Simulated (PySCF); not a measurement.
These are PBE-D3(BJ)/def2-TZVP // PBE-D3(BJ)/def2-SVP run with PySCF 2.14.0 values and carry that method's errors. Isolated molecules, 0 K electronic values unless said otherwise. Excitations are Tamm–Dancoff values on a coarser integration grid. The basis has no diffuse functions, so Rydberg states are missing or too high.

Reference species (SMILES): `c1cc2occc2o1` (neutral, multiplicity 1).

- HOMO–LUMO gap = 3.81 eV
- brightest of the four lowest singlets (TDA) = 5.33 eV

Changed species: `c1cc2[nH]ccc2[nH]1` (E = [NH]; the reference has E = O).

Predict the effect on the HOMO–LUMO gap and brightest of the four lowest singlets (TDA).

the HOMO–LUMO gap increases by 0.22 eV, to 4.03 eV; the brightest of the four lowest singlets (TDA) drops by 0.08 eV, to 5.25 eV.
